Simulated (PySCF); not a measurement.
## Atomic charges by several schemes

Species: 3,3-dimethylpentane, C7H16.
Geometry (GFN2-xTB, Å), atoms numbered from 1 in this order:
```
atom  x, y, z in Å
C1    -0.7968    1.9525    0.7601
C2    -0.7297    1.0087   -0.4356
C3    -0.3015   -0.4371   -0.1236
C4    -1.3325   -1.1088    0.7905
C5    -0.2635   -1.2117   -1.4460
C6     1.0683   -0.5124    0.5756
C7     2.2299    0.1368   -0.1691
H8     0.1759    2.0642    1.2312
H9    -1.5037    1.5961    1.5044
H10   -1.1255    2.9359    0.4297
H11   -0.0427    1.4271   -1.1741
H12   -1.7173    0.9708   -0.9030
H13   -1.3448   -0.6479    1.7746
H14   -1.0924   -2.1623    0.9168
H15   -2.3296   -1.0355    0.3622
H16   -1.2586   -1.2565   -1.8837
H17    0.0835   -2.2299   -1.2840
H18    0.3965   -0.7324   -2.1644
H19    1.3052   -1.5680    0.7333
H20    0.9845   -0.0531    1.5627
H21    2.3771   -0.3199   -1.1442
H22    3.1468    0.0082    0.4033
H23    2.0659    1.2022   -0.3066
```

Density: PBE0/pcSseg-1 (PySCF); schemes: Mulliken, IAO, Hirshfeld and ESP-fitted. One conformer (not necessarily the lowest) at the GFN2-xTB geometry, without solvent, vibrations or thermal averaging.

Problem. Do the Mulliken, IAO, Hirshfeld and ESP-fitted schemes agree on where the charge is highest?

Solution. The schemes don't all agree: Mulliken H10 and H22 (+0.114); IAO H10 and H22 (+0.141); Hirshfeld H10 and H22 (+0.040); ESP-fitted C3 (+0.490).

Problem. For which atoms does the sign change between the 4 schemes (beyond +0.03 e in one, beyond −0.03 e in another)?

Solution. C2, C3, C6, H11, H12, H19 and H20.

Problem. Give the atomic charges in each scheme.

Solution. In e:

```tsv
atom	environment	Mulliken	IAO	Hirshfeld	ESP-fitted
C1	methyl carbon	-0.252	-0.417	-0.118	-0.405
C2	chain CH2 carbon	-0.171	-0.249	-0.066	+0.176
C3	quaternary sp3 carbon	-0.616	+0.053	+0.028	+0.490
C4	methyl carbon	-0.139	-0.415	-0.120	-0.605
C5	methyl carbon	-0.139	-0.415	-0.120	-0.584
C6	chain CH2 carbon	-0.171	-0.249	-0.066	+0.179
C7	methyl carbon	-0.252	-0.417	-0.118	-0.387
H8	methyl hydrogen	+0.111	+0.133	+0.037	+0.092
H9	methyl hydrogen	+0.109	+0.135	+0.037	+0.091
H10	methyl hydrogen	+0.114	+0.141	+0.040	+0.095
H11	methylene hydrogen	+0.110	+0.124	+0.033	-0.047
H12	methylene hydrogen	+0.108	+0.125	+0.034	-0.034
H13	methyl hydrogen	+0.108	+0.132	+0.036	+0.118
H14	methyl hydrogen	+0.105	+0.134	+0.037	+0.125
H15	methyl hydrogen	+0.105	+0.132	+0.036	+0.147
H16	methyl hydrogen	+0.105	+0.134	+0.037	+0.119
H17	methyl hydrogen	+0.105	+0.132	+0.036	+0.142
H18	methyl hydrogen	+0.108	+0.132	+0.036	+0.111
H19	methylene hydrogen	+0.108	+0.125	+0.034	-0.037
H20	methylene hydrogen	+0.110	+0.124	+0.033	-0.049
H21	methyl hydrogen	+0.109	+0.135	+0.037	+0.085
H22	methyl hydrogen	+0.114	+0.141	+0.040	+0.090
H23	methyl hydrogen	+0.111	+0.132	+0.037	+0.088
```

Mean size of the charges over all atoms: IAO 0.188 e, ESP-fitted 0.187 e, Mulliken 0.151 e, Hirshfeld 0.053 e. Each set sums to the total charge, 0, to within 0.001 e. The ESP scheme fits charges at the nuclei, held to the total charge, to the electrostatic potential on points at 1.4 to 2.0 times the van der Waals radii.

Problem. How many electrons does the IAO scheme count on C3?

Solution. Z − q = 6 − (+0.053) = 5.947.

Problem. Sum the charges by element.

Solution. 
```csv
element,atoms,Mulliken,IAO,Hirshfeld,ESP-fitted
C,7,-1.740,-2.110,-0.581,-1.137
H,16,+1.740,+2.110,+0.581,+1.137
```
